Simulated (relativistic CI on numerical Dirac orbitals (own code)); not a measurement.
# Ar: q coefficients and field-shift factors

Computed by Dirac-Coulomb-Breit CI, separate exchange-only KLI orbitals for each configuration, valence Slater integrals scaled by 0.85, P86 correlation energy added to each configuration, derivatives by finite differences, QED left out (own radial code, finite nucleus).

Configurations in the expansion (outside the closed core [Ne] 3s2): 3p6, 3p5 4s, 3p5 4p, 3p5 3d, 3p5 5s, 3p5 4d, 3p5 4f. Double excitations out of closed p, d and f shells are left out; levels of such configurations are missing from the list, as are those of other unlisted configurations, and high levels can miss mixing partners.

With x = (α/α₀)² − 1 an excitation energy changes as ω = ω₀ + qx; K = 2q/ω₀ is the relative enhancement. Terms are leading LS components, so labels can repeat. The field-shift factor is F = δν/δ⟨r²⟩ for the transition from the lowest level.

Lowest level 3p6 1S_0.

| Level | ω₀ (cm⁻¹) | q (cm⁻¹) | K | F (GHz/fm²) |
| --- | --- | --- | --- | --- |
| 3p5 4s 3P°_2 | 92979.2 | -785.1 | -0.0169 | 0.565 |
| 3p5 4s 3P°_1 | 93582.9 | -478.5 | -0.0102 | 0.564 |
| 3p5 4s 3P°_0 | 94414.0 | 660.6 | 0.014 | 0.567 |
| 3p5 4s 1P°_1 | 95218.0 | 373.4 | 0.00784 | 0.56 |
| 3p5 4p 3S_1 | 103362.2 | -489.9 | -0.00948 | 0.529 |
| 3p5 4p 3D_3 | 104330.9 | -665.2 | -0.0128 | 0.535 |
| 3p5 4p 3D_2 | 104489.6 | -669.4 | -0.0128 | 0.536 |
| 3p5 4p 3D_1 | 104912.9 | -545.7 | -0.0104 | 0.538 |
| 3p5 4p 3P_2 | 105029.0 | -612.4 | -0.0117 | 0.539 |
| 3p5 4p 3P_0 | 105906.7 | -139.4 | -0.00263 | 0.542 |
| 3p5 4p 3D_1 | 105980.6 | 612.3 | 0.0116 | 0.539 |
| 3p5 4p 3P_2 | 106122.0 | 699.1 | 0.0132 | 0.54 |
| 3p5 4p 3P_1 | 106296.7 | 588.1 | 0.0111 | 0.541 |

For a near-neutral ion this model can misplace configurations by up to about 10,000 cm⁻¹ (more where the count of f electrons changes) and terms by 10 to 25 % of their spread. Rates follow the energies as ν³ (E1, M1) or ν⁵ (E2), so they and the lifetimes can be off by large factors. The fine structure of a lone outer electron comes out too small, for d and f at times inverted, and misplaced configurations move strength between like terms.
